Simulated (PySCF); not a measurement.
Si(AsH2)(F)3 (AsF₃H₂Si), SMILES F[Si](F)(F)[AsH2]. Geometry: B3LYP-D3(BJ)/def2-SVP.

Give the equilibrium geometry at B3LYP-D3(BJ)/def2-SVP (PySCF confirms it by a frequency run) as bond lengths and angles, and its point group. (An estimate is asked for; the answer gives what the named calculation found.)

point group Cs.
Atoms: F1 Si2 F3 F4 As5 H6 H7. Bonds (Å): F1–Si2 1.610, Si2–F3 1.610, Si2–F4 1.610, Si2–As5 2.346, As5–H6 1.530, As5–H7 1.530. Bond angles (°): F1–Si2–F3 107.4, F1–Si2–F4 106.7, F1–Si2–As5 110.4, F3–Si2–F4 106.7, F3–Si2–As5 110.4, F4–Si2–As5 114.9, Si2–As5–H6 90.2, Si2–As5–H7 90.2, H6–As5–H7 92.2.
Charge 0, spin multiplicity 1.
